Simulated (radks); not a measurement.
Question: The potassium anion K-, [Ar] 4s2, held by a Watson sphere: a shell of charge +1 at radius R that stands for the Madelung well of a crystal (potential energy -1/R inside, -1/r outside, in hartree with lengths in bohr). Calculated with a radial shooting solver on a logarithmic mesh with Libxc functionals: scalar-relativistic Kohn-Sham, LDA (Slater exchange, VWN5 correlation), spin-polarised, spherical densities, point nucleus. Response by self-consistent Sternheimer equations with the Hartree and adiabatic LDA kernel, the relativistic mass of each level held fixed and spin-orbit coupling left out. The sphere does not respond.

R (bohr)  e(3s) (eV)  e(3p) (eV)  e(4s) (eV)  <r> 4s (bohr)  sum of <r^2> (bohr^2)  X-ray form factor at sin(theta)/lambda = 0.3 1/angstrom  alpha (bohr^3)
2.11         -39.054     -22.706      -3.718          4.143                  58.99                                                   11.010           166.0
2.45         -37.879     -21.582      -3.695          4.181                  59.95                                                   10.995           170.0
3.35         -35.938     -19.655      -3.526          4.394                  64.14                                                   10.992           199.7
3.42         -35.840     -19.556      -3.508          4.415                  64.55                                                   10.992           203.1
4.04         -35.179     -18.882      -3.326          4.615                  68.56                                                   10.993           238.3
4.88         -34.663     -18.353      -3.059          4.895                  74.59                                                   10.992           299.0

Estimate the row for R = 3.73 bohr.

Answer: e(3s) (eV) -35.468; e(3p) (eV) -19.178; e(4s) (eV) -3.421; <r> 4s (bohr) 4.513; sum of <r^2> (bohr^2) 66.48; X-ray form factor at sin(theta)/lambda = 0.3 1/angstrom 10.993; alpha (bohr^3) 219.5.
